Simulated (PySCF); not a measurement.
# Partial charges of `[SiH3]N[SiH]([SiH3])[SiH3]`

Species: H11NSi4.
Atom-mapped SMILES: `[SiH3:1][NH:2][SiH:3]([SiH3:4])[SiH3:5]` (hydrogens: H6, H7, H8 on Si1; H9 on N2; H10 on Si3; H11, H12, H13 on Si4; H14, H15, H16 on Si5)

Structure used (GFN2-xTB), in Å, numbered top down from 1:
```
atom  x, y, z in Å
Si1    1.8122   -1.1110    1.0378
N2     1.1178   -0.8041   -0.5132
Si3   -0.3040    0.1387   -0.9153
Si4   -2.2105   -0.8840   -0.0667
Si5    0.0896    2.3362   -0.2916
H6     1.9869    0.1894    1.6832
H7     3.0839   -1.7877    0.7883
H8     0.9384   -1.9545    1.8650
H9     1.4041   -1.4525   -1.2274
H10   -0.2967    0.0256   -2.3949
H11   -2.2413   -0.8815    1.4012
H12   -2.4017   -2.2864   -0.4597
H13   -3.4234   -0.1812   -0.5014
H14    1.3066    2.9550   -0.8282
H15   -1.0209    3.1812   -0.7506
H16    0.1513    2.5259    1.1623
```

Density: PBE0/pcSseg-1 (PySCF); schemes: Mulliken, IAO, Hirshfeld and ESP-fitted. The structure is a single GFN2-xTB conformer in the gas phase; no vibrational or solvent corrections.

Task: At which atom do the 4 schemes differ most?

Result: At N2: from -0.933 (IAO) to -0.333 e (Hirshfeld), 0.600 e apart.

Task: Which atoms carry the highest charge in the Mulliken, IAO, Hirshfeld and ESP-fitted schemes?

Result: All schemes agree: Mulliken Si1 (+0.638); IAO Si1 (+0.748); Hirshfeld Si1 (+0.347); ESP-fitted Si1 (+0.488).

Task: Give the atomic charges in each scheme.

Result: In e:

```csv
atom,environment,Mulliken,IAO,Hirshfeld,ESP-fitted
Si1,SiH3 silicon,+0.638,+0.748,+0.347,+0.488
N2,nitrogen bridging silicon atoms,-0.829,-0.933,-0.333,-0.745
Si3,SiH silicon,+0.263,+0.471,+0.230,+0.305
Si4,SiH3 silicon,+0.204,+0.254,+0.200,+0.200
Si5,SiH3 silicon,+0.204,+0.272,+0.208,+0.174
H6,Si–H hydrogen,-0.106,-0.137,-0.079,-0.087
H7,Si–H hydrogen,-0.107,-0.125,-0.076,-0.098
H8,Si–H hydrogen,-0.107,-0.155,-0.088,-0.111
H9,N–H hydrogen,+0.224,+0.271,+0.117,+0.368
H10,Si–H hydrogen,-0.042,-0.098,-0.078,-0.086
H11,Si–H hydrogen,-0.059,-0.096,-0.075,-0.069
H12,Si–H hydrogen,-0.055,-0.090,-0.071,-0.064
H13,Si–H hydrogen,-0.064,-0.100,-0.079,-0.089
H14,Si–H hydrogen,-0.047,-0.087,-0.068,-0.047
H15,Si–H hydrogen,-0.062,-0.099,-0.079,-0.080
H16,Si–H hydrogen,-0.055,-0.095,-0.075,-0.061
```

Mean size of the charges over all atoms: IAO 0.252 e, ESP-fitted 0.192 e, Mulliken 0.192 e, Hirshfeld 0.138 e. Each set sums to the total charge, 0, to within 0.001 e. The IAO scheme projects the occupied orbitals on a minimal set of polarised atomic orbitals and counts the electrons in each atom's part of it.

Task: How many electrons does the Hirshfeld scheme count on Si4?

Result: Z − q = 14 − (+0.200) = 13.800.

Task: How closely do the schemes follow one another over all atoms?

Result: Correlation coefficient and root-mean-square difference: Mulliken with IAO 0.99, 0.075 e; IAO with ESP-fitted 0.98, 0.101 e; Mulliken with ESP-fitted 0.98, 0.060 e; IAO with Hirshfeld 0.96, 0.197 e; Hirshfeld with ESP-fitted 0.94, 0.128 e; Mulliken with Hirshfeld 0.94, 0.147 e.
